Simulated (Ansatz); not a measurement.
Species: Ag₂, charge 0, singlet. Ag2 (SMILES [Ag][Ag]).
B3LYP-D3(BJ)/def2-TZVP minimum from Ansatz (a quantum-chemistry and plane-wave program):
```xyz
2

Ag     0.0000     0.0000    -1.2983
Ag     0.0000     0.0000     1.2983
```

Atomisation energy term by term, kcal/mol (programs: Ansatz). Open shells are spin-unrestricted; no spin-orbit coupling. Cores are frozen in correlated methods (noble-gas shells, and filled d and f shells in the p block). Past Kr the def2 sets carry scalar-relativistic core potentials. CBS(X,Y): correlation extrapolated as X^-3, Hartree-Fock from the larger set. A bracket is a step between two methods taken in the basis named.

```csv
term,basis,kcal/mol
Hartree-Fock,def2-QZVPP,9.77
CCSD correlation,"CBS(def2-TZVPP,def2-QZVPP)",23.28
(T),"CBS(def2-TZVPP,def2-QZVPP)",4.33
CCSDT(Q) - CCSD(T),def2-TZVPP,-0.02
sum: De,,37.4
```

The step beyond CCSD(T) by other levels: CCSDT(Q) in def2-SVP 0.02 kcal/mol.
